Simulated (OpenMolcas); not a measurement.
Consider [Cu2(μ-OH)2(Cl)4]2-, a planar model complex in vacuum (2 bridging OH, bridge angle 92°, metal-metal distance 2.82 Å, Cu–OH 1.96 Å; typed geometry, not optimised).

```xyz
10

Cu    -1.4085     0.0000     0.0000
Cu     1.4085     0.0000     0.0000
O      0.0000     1.3601     0.0000
H      0.0000     2.3201     0.0000
O      0.0000    -1.3601     0.0000
H      0.0000    -2.3201     0.0000
Cl    -3.0560     1.6476     0.0000
Cl    -3.0560    -1.6476     0.0000
Cl     3.0560     1.6476     0.0000
Cl     3.0560    -1.6476     0.0000
```

Q: Give the energies of the total-spin states at CASSCF(2,2) on the singly occupied d orbitals (ANO-RCC-VDZP on Cu, O, Cl and ANO-RCC-VDZ on H, scalar-relativistic DKH2, RICD, no spin-orbit coupling, OpenMolcas), and the exchange constant.

A: Local spins 1/2 and 1/2.

```json
[
 {"total S": "1", "E (cm⁻¹)": "0.0", "natural occupations, lowest and highest": "1.000, 1.000"},
 {"total S": "0", "E (cm⁻¹)": "24.3", "natural occupations, lowest and highest": "0.984, 1.016"}
]
```

J = 12.2 cm⁻¹ (ferromagnetic).

J is defined by H = −2J S1·S2, so negative values are antiferromagnetic. Wave-function values come from the highest and lowest total spin; broken-symmetry values use Yamaguchi's formula with the computed ⟨S²⟩. The active space holds the singly occupied metal orbitals alone, without bridging-ligand orbitals. No row is a measured value.
